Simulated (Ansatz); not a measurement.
Total energies of ZnBr2 from Ansatz at r2SCAN-D4/def2-TZVPD, gas phase (1 Eh = 27.2114 eV = 2625.5 kJ/mol). The reference geometry is relaxed at PBE0-D4/def2-TZVP.

| state | geometry | energy (Eh) |
| --- | --- | --- |
| charge 0 singlet | reference | -6927.78674 |
| charge -1 doublet | reference | -6927.79389 |
| free Zn atom (singlet) | – | -1779.37412 |
| free Br atom (doublet) | – | -2574.09289 |

Problem. Work out the vertical electron affinity, to the doublet.

Solution. E(charge 0 singlet) − E(charge -1 doublet) = -6927.78674 − (-6927.79389) = 0.00715 Eh = 0.19 eV.

Problem. What is the binding energy per atom against free atoms?

Solution. Atoms: 1 × (-1779.37412) + 2 × (-2574.09289) = -6927.55990 Eh. Binding: -6927.55990 − (-6927.78674) = 0.22684 Eh = 6.17 eV, or 2.06 eV for each of 3 atoms (no zero-point energy, no counterpoise term).

At r2SCAN-D4/def2-TZVPD the highest occupied level of the charge -1 doublet lies above zero (up to 1.92 eV). By energy differences its removal costs 0.19 eV (vertical, to the charge 0 singlet, at r2SCAN-D4/def2-TZVPD); a positive level beside a positive removal energy at the same level points to self-interaction error.
